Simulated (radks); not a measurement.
Values are calculated unless marked as measured or tabulated.
How relativity changes the ionisation of the holmium ion Ho+ ([Xe] 4f11 6s1) to Ho2+ ([Xe] 4f11). Spin-unpolarised spherical Kohn-Sham, PBEsol, point nucleus unless stated (finite: rms radius 5.2022 fm), a radial shooting solver on a logarithmic mesh with Libxc functionals. A level marked "c x" has the speed of light scaled by that factor and shares open shells by 2j + 1; other Dirac levels either fill j = l - 1/2 first or share by 2j + 1.

[
 {"level": "non-rel.", "E(Ho+) (hartree)": "-12064.8352", "E(Ho2+) (hartree)": "-12064.4364", "IE (eV)": "10.852", "HOMO": "6s", "<r> HOMO (bohr)": "3.924"},
 {"level": "scalar-rel.", "E(Ho+) (hartree)": "-12612.0151", "E(Ho2+) (hartree)": "-12611.5853", "IE (eV)": "11.697", "HOMO": "6s", "<r> HOMO (bohr)": "3.661"},
 {"level": "scalar-rel., finite nucleus", "E(Ho+) (hartree)": "-12610.8301", "E(Ho2+) (hartree)": "-12610.4003", "IE (eV)": "11.695", "HOMO": "6s", "<r> HOMO (bohr)": "3.661"},
 {"level": "Dirac, 2j+1 shares", "E(Ho+) (hartree)": "-12624.1162", "E(Ho2+) (hartree)": "-12623.6863", "IE (eV)": "11.699", "HOMO": "6s1/2", "<r> HOMO (bohr)": "3.662"},
 {"level": "Dirac, low j first", "E(Ho+) (hartree)": "-12624.1624", "E(Ho2+) (hartree)": "-12623.7326", "IE (eV)": "11.696", "HOMO": "6s1/2", "<r> HOMO (bohr)": "3.663"},
 {"level": "Dirac, 2j+1 shares, finite nucleus", "E(Ho+) (hartree)": "-12622.9231", "E(Ho2+) (hartree)": "-12622.4932", "IE (eV)": "11.697", "HOMO": "6s1/2", "<r> HOMO (bohr)": "3.662"},
 {"level": "Dirac, c x 0.75", "E(Ho+) (hartree)": "-13183.3052", "E(Ho2+) (hartree)": "-13182.8370", "IE (eV)": "12.740", "HOMO": "4f7/2", "<r> HOMO (bohr)": "0.9233"},
 {"level": "Dirac, c x 0.85", "E(Ho+) (hartree)": "-12882.7599", "E(Ho2+) (hartree)": "-12882.3132", "IE (eV)": "12.154", "HOMO": "4f7/2", "<r> HOMO (bohr)": "0.8880"},
 {"level": "Dirac, c x 2", "E(Ho+) (hartree)": "-12192.0433", "E(Ho2+) (hartree)": "-12191.6380", "IE (eV)": "11.029", "HOMO": "6s1/2", "<r> HOMO (bohr)": "3.865"}
]

NIST Atomic Spectra Database: 11.78 eV (semi-empirical). The relativistic part of the total energy of Ho+ is -558.1 hartree (Dirac, 2j+1 shares, finite nucleus), 4.6 % of the non-relativistic value. Spin polarisation and multiplet splitting of open shells are left out at every level.

Beside tabulated values, note that relativity, absent from the non-relativistic runs, is large for the heavy elements, and spin-unpolarised runs miss the spin-polarisation part of the exchange energy of open shells.
